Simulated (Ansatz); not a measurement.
`N[SiH]([SiH3])[SeH]` + `CC(N)O` → `CC(O)N[SiH3]` + `N[SiH2][SeH]`  (cleavage of the Si–Si bond)

Computed with Ansatz on PBE0-D4/def2-TZVP structures; ΔE is electronic, products minus reactants. CCSD(T)/CBS adds triple-zeta CCSD(T) − MP2 to the extrapolated MP2 energy (def2 sets, frozen cores). DFT in def2-TZVPP. For Se outer-core shells are correlated without core-valence functions, which leaves a few kJ/mol of doubt a bond. Scalar relativity is left out up to krypton. Each species was taken in one conformer, which may not be the lowest.

CCSD(T)/CBS gives -0.51 eV.

**Question.** Another level gave -0.37 eV. Which?
A. PBE0-D4/def2-TZVPP
B. ωB97M-V/def2-TZVPP
C. SCS-MP2/def2-TZVPP
D. r2SCAN/def2-TZVPP

**Answer.** A. PBE0-D4 -0.37, ωB97M-V -0.55, SCS-MP2/def2-TZVPP -0.61, r2SCAN -0.46 eV.

Largest T1 diagnostic among the species: 0.011.

From PBE to PBE0 (25 % exact exchange), in def2-TZVPP and without D4, ΔE moves by −0.05 eV. In def2-TZVPP, CCSD(T) changes the Hartree–Fock value by +0.16 eV (the triples alone add +0.02 eV) and MP2 by +0.09 eV.
